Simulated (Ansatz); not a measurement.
Basis-set extrapolation for CH$_{4}$BClOS (`COB(S)Cl`) (PBE0-D4/def2-TZVP geometry, frozen core, the Gaussian-basis code of Ansatz). Multiplicity 1, RHF reference.

|  | def2-TZVPP | def2-QZVPP |
| --- | --- | --- |
| HF | -996.975816 | -997.006103 |
| MP2 correlation | -0.871112 | -0.942845 |
| CCSD(T) correlation | -0.958364 | -1.026780 |

Energies in hartree. Use E(X) = E(∞) + A·exp(−7.88·√X) for Hartree–Fock and E(X) = E(∞) + B·X^(−2.97) for correlation, with X = 3 and 4.

Question: What is the CCSD(T) energy at the basis-set limit?

Answer: HF limit: -997.006103 + (-0.030287) × 0.13774 = -997.01027. Correlation limit: -1.026780 + (-0.068416) × 0.74074 = -1.07746. Total: -998.08773 hartree, 4.18 eV below CCSD(T)/def2-TZVPP.
